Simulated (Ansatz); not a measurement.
Frontier orbitals of `N[SiH]([AsH2])C=O`.

Cartesian coordinates in Å:
```
N -0.0695 -1.0488 -1.2584
Si -0.4611 0.2475 -0.2155
As 1.3077 1.7924 0.0702
C -0.9252 -0.2645 1.5828
O -0.7709 -1.3857 2.0002
H 0.7808 -1.5660 -1.0994
H -0.8041 -1.6618 -1.5778
H -1.6433 0.9681 -0.7618
H 1.6447 1.7326 -1.4121
H 2.2758 0.6641 0.4047
H -1.3349 0.5221 2.2672
```

The species carries charge 0 and has multiplicity 1. Correlated methods include outer-core shells of As, which these sets cover unevenly. Scalar relativity is left out up to krypton. All single points use the PBE0-D4/def2-TZVP geometry. It is one conformer, not always the lowest. Basis def2-TZVPP, Ansatz.

```tsv
functional	HOMO (eV)	LUMO (eV)
BHLYP	-7.96	-0.34
```

Q: Give HOMO and LUMO (eV) with LDA (SPW92), PBE, revPBE, BLYP, r2SCAN, B97M-V, PBE0, B3LYP, r2SCANh, r2SCAN0, HSE06 (plane-wave form), CAM-B3LYP, LC-ωPBE, ωB97X-V, ωB97M-V, HF. (Estimate.)

A: Computed: 
```tsv
functional	HOMO	LUMO
LDA (SPW92)	-5.37	-2.87
PBE	-5.24	-2.61
revPBE	-5.19	-2.51
BLYP	-5.16	-2.47
r2SCAN	-5.52	-2.45
B97M-V	-5.65	-2.38
PBE0	-6.64	-1.52
B3LYP	-6.45	-1.76
r2SCANh	-6.05	-2.04
r2SCAN0	-6.84	-1.44
HSE06 (plane-wave form)	-6.24	-1.91
CAM-B3LYP	-8.02	-0.33
LC-ωPBE	-9.29	0.88
ωB97X-V	-8.98	0.79
ωB97M-V	-8.87	0.68
HF	-9.78	2.42
```

B3LYP here is the variant with VWN-RPA as its local correlation; programs differ in this. LC-ωPBE has ω = 0.4 bohr⁻¹. Positive LUMOs are unbound and depend on the basis.
